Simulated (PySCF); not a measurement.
TaF3, SMILES [F][Ta]([F])[F] (connectivity only; charge and spin as stated), neutral, multiplicity 3. Atoms are numbered in the order given.

```xyz
4

Ta     0.0000     0.0000    -0.0553
F      0.0000    -1.7637    -0.7025
F      0.0000     1.7637    -0.7025
F      0.0000     0.0000     1.8534
```
Charge 0, spin multiplicity 3.

Coordinates come from a B3LYP-D3(BJ)/def2-TZVP optimisation. The spin state was assumed, not searched. The def2 effective core potentials stand for the cores of Ta; spin–orbit coupling is left out.

Method: B3LYP/def2-TZVPD run with PySCF.

- total energy = -356.85881 hartree
- point group = C2v
- α spin, highest occupied and lowest empty level = -5.44 and -2.57 eV
- β spin, highest occupied and lowest empty level = -11.51 and -3.27 eV
- dipole moment = 1.16 D
- quadrupole, principal values (traceless, Buckingham form, about the centre of nuclear charge) = -4.87, -2.03, 6.90 D·Å
- mean static polarisability = 44.5 bohr³ (6.60 Å³)
- polarisability, principal values = 40.7, 43.1, 49.8 bohr³
- ⟨S²⟩ = 2.002 (pure state 2.00)
